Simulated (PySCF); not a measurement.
**Electron affinity of I by level of theory**

I⁻ [Xe] (1S) → I [Kr] 4d10 5s2 5p5 (2P), as a difference of total energies. Computed with PySCF 2.14 in aug-cc-pVQZ-PP with ECP28MDF (7s7p5d3f2g, 92 functions), with a scalar-relativistic core potential. Correlated levels: valence: 4s2 4p6 4d10 frozen. The calculations carry no spin-orbit coupling.

| method | electron affinity (eV) | difference from reference (eV) |
| --- | --- | --- |
| UHF | 2.295 | -0.764 |
| MP2 (valence) | 3.290 | +0.231 |
| SCS-MP2 (valence) | 3.236 | +0.177 |
| CCSD (valence) | 3.191 | +0.132 |
| CCSD(T) (valence) | 3.266 | +0.207 |

Reference: 3.059 eV (measured; photodetachment measurements, as compiled on the Wikipedia data page of electron affinities).

The reference lies between the lowest fine-structure levels, while these numbers refer to the centres of the terms.

Errors of the correlated levels include the incompleteness of this basis and the frozen core.
